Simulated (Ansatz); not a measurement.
Consider the formal exchange of groups at the Al–Al bond: `[NH2][AlH][AlH2]` + `CC[TeH]` → `[AlH2][CH2]C[TeH]` + `[NH2][AlH2]`.

Program: Ansatz. Geometries: PBE0-D4/def2-TZVP. ΔE: electronic, gas phase. CCSD(T)/CBS is the MP2 limit (def2-TZVPP, def2-QZVPP) plus CCSD(T) − MP2 in def2-TZVPP, frozen cores. This one scheme is used for every species. DFT in def2-TZVPP. def2 core potentials past Kr. For Te outer-core shells are correlated without core-valence functions, which leaves a few kJ/mol of doubt a bond. One conformer a species, not always the lowest.

`[NH2][AlH][AlH2]`:

```xyz
8

N     1.663    0.313    0.632
Al    0.465   -0.767   -0.108
Al   -1.896    0.226   -0.528
H     1.489    1.271    0.889
H     2.613    0.060    0.855
H     0.992   -2.236   -0.427
H    -3.122   -0.631   -1.082
H    -2.204    1.765   -0.232
```

`CC[TeH]`:

Z-matrix (Å, degrees):
```
C
C 1 1.514
H 1 1.094 2 110.3
H 1 1.093 2 111.6 3 119.5
H 1 1.093 2 111.6 3 -119.6
Te 2 2.158 1 109.9 3 -180.0
H 2 1.089 1 111.7 3 -61.2
H 2 1.089 1 111.7 3 61.3
H 6 1.658 2 94.0 1 -179.8
```

`[AlH2][CH2]C[TeH]`:

```xyz
11

Al   -1.260   -1.510    0.836
C    -0.056   -0.606   -0.428
C     0.393    0.776    0.001
Te    1.711    1.643   -1.487
H    -1.686   -0.784    2.184
H    -1.799   -2.965    0.497
H    -0.566   -0.570   -1.400
H     0.807   -1.267   -0.591
H    -0.444    1.464    0.114
H     0.951    0.756    0.937
H     1.948    3.064   -0.662
```

`[NH2][AlH2]`:

Cartesian coordinates in Å:
```
N -0.050 -0.792 0.500
Al 0.045 0.699 -0.442
H 0.692 -1.160 1.072
H -0.855 -1.396 0.543
H 1.395 1.524 -0.389
H -1.227 1.124 -1.285
```

```
             level  ΔE (kcal/mol)  difference from CCSD(T)/CBS
       LDA (SPW92)            3.5                          0.8
      CAM-B3LYP-D4            1.4                         -1.3
            B2PLYP            2.1                         -0.6
           r2SCANh            2.6                         -0.1
           LC-ωPBE            3.4                          0.7
     CCSD/def2-SVP            2.4                         -0.3
SCS-MP2/def2-TZVPP            1.5                         -1.2
CCSD(T)/def2-TZVPP            3.2                          0.5
     HF/def2-QZVPP            3.7                          1.0
     MP2/CBS(def2)            0.0                         -2.7
       CCSD(T)/CBS            2.7                            0
```

Largest T1 diagnostic among the species: 0.012.

Leaving LDA and LC-ωPBE aside and taking each functional with its dispersion term where it has one, the values, not all of them listed here, spread over 4.6 kcal/mol, from B97M-V to PBE-D4. LDA lies −1.7 kcal/mol from PBE without D4. The D4 term adds −1.1 kcal/mol with B3LYP and −0.6 kcal/mol with PBE0; it sums over pairs of atoms, weighted by their polarisabilities, and B3LYP, whose exchange is more repulsive, gets the larger term.

B3LYP here is the variant with VWN-RPA as its local correlation; programs differ in this.
